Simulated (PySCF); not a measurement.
# A small calculation by hand: dipole moment from atomic charges

H4OSiZn, SMILES [ZnH][O][SiH3]. Atoms are numbered in the order given.

```xyz
7

Zn    -0.0325     1.2387     0.0000
H     -0.3532     2.7165     0.0000
O      0.4245    -0.4737     0.0000
Si    -0.0920    -2.0310     0.0000
H     -0.9270    -2.3446    -1.2052
H      1.0746    -2.9637     0.0000
H     -0.9270    -2.3446     1.2052
```
Charge 0, spin multiplicity 1.

Coordinates come from a B3LYP-D3(BJ)/def2-SVP optimisation.

Charges (e) from M06-2X/def2-TZVPD run with PySCF:

```csv
atom,ESP fit,IAO
Zn1,0.766,1.237
H2,-0.302,-0.434
O3,-0.526,-1.187
Si4,0.263,0.917
H5,-0.073,-0.182
H6,-0.055,-0.169
H7,-0.073,-0.182
```

The dipole moment of the full density is 1.61 D.

Question: What dipole moment does each set of point charges give, and which comes closer to that of the density?

Answer: 
μ = Σ q r, and 1 e Å = 4.8032 D.
ESP fit: Σ q r = (-0.089, 0.349, 0.000) e Å, |μ| = 1.73 D.
IAO: Σ q r = (-0.319, 0.407, 0.000) e Å, |μ| = 2.49 D.
ESP fit comes closer in size. Point charges leave out the atoms' own dipoles (lone pairs, polarised bonds); fits to the potential absorb them, partitions of the density don't.
